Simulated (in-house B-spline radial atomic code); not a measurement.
# RPA and G0W0 on Hartree-Fock: Rb26+

Configuration [Ne] 3s1, highest spin, mean-field start Hartree-Fock. Computed with an all-electron radial atomic-structure program (B-spline basis): all electrons, non-relativistic, point nucleus, each spin shell either full or empty, empty states to l = 9 with an (l + 1/2)⁻⁴ tail; G0W0 by contour deformation at full frequency.

Without relativity these are model numbers: it shifts the levels of so heavy an element strongly and can reorder them.

Command:
```bash
python run_gw.py task.json out
```
Settings (radii: box in bohr, nucleus in fm):
```
Z                        37
electrons                11
configuration            [Ne] 3s1
hamiltonian              nr
method                   hf
lmax                     9
spin_polarised           True
box_radius               3.38
intervals                46
ion_configuration        [He] 2s2 2p6
```

Cost of the run: 2.2 s on 1 thread of Arm Neoverse N1 (shared host).

Energies (hartree):

```
                                     term        value
                         mean-field total  -2475.90541
Hartree-Fock functional on these orbitals  -2475.90541
                      direct second order      -0.7167
                    second-order exchange       0.2785
                         SOSEX correction      0.26872
```

What is the RPA correlation energy, and what remains with SOSEX?

RPA gives -0.69109 hartree (-1.71 eV per electron); RPA + SOSEX gives -0.42237, and the second-order doubles (MP2) -0.43819 hartree. SOSEX takes back 39 % of the RPA value.

Quasi-particle levels (eV):

```tsv
level	occupied	mean field	Σx - vxc	Σc	QP weight	G0W0
3s up	yes	-1273.13	0.00	?	?	?
2p down	yes	-3058.67	0.00	2.37	0.996	-3056.31
2p up	yes	-3061.19	0.00	2.67	0.994	-3058.52
2s down	yes	-3239.03	0.00	0.57	0.950	-3238.47
3s down	no	-1217.28	0.00	-3.69	0.986	-1220.97
```

G0W0 = mean field + (Σx - vxc) + Σc, with Σc (partial-wave tail included) taken at the quasi-particle energy. Only the outer levels were computed.

Where does G0W0 put 3s up?

At -1276.00 eV, with Σc = -2.87 eV and a quasi-particle weight of 0.990. The tabulated removal energy is 1294.57 ± 0.04 eV (NIST, semi-empirical); the calculation leaves out relativity, Breit and QED terms, and what these don't explain is the method's own error.

What does it cost to remove one electron (to [He] 2s2 2p6) by differences of total energies, each species on its own start (correlation terms add to the Hartree-Fock functional)?

Hartree-Fock functional 1273.07 eV, + RPA 1275.04 eV, + RPA + SOSEX 1273.68 eV, + second order 1273.75 eV. Tabulated: 1294.57 ± 0.04 eV (NIST, semi-empirical); the calculation leaves out relativity, Breit and QED terms, and what these don't explain is the method's own error.
